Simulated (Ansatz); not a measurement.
Basis-set extrapolation for `CCCC(=O)N(C)C` (PBE0-D4/def2-TZVP geometry, frozen core, Ansatz). Multiplicity 1, RHF reference.

```
                      def2-TZVPP   def2-QZVPP
                 HF  -364.240047  -364.256854
    MP2 correlation    -1.473826    -1.571642
CCSD(T) correlation    -1.599547      not run
```

Energies in hartree. Use E(X) = E(∞) + A·exp(−7.88·√X) for Hartree–Fock and E(X) = E(∞) + B·X^(−2.97) for correlation, with X = 3 and 4, and add CCSD(T) minus MP2 of the smaller set to the MP2 limit.

Problem. What is the CCSD(T) energy at the basis-set limit?

Solution. HF limit: -364.256854 + (-0.016807) × 0.13774 = -364.25917. MP2 limit: -1.571642 + (-0.097816) × 0.74074 = -1.64410. Higher-order term: -1.599547 − (-1.473826) = -0.12572. Total: -366.02899 hartree, 497.3 kJ/mol below CCSD(T)/def2-TZVPP.
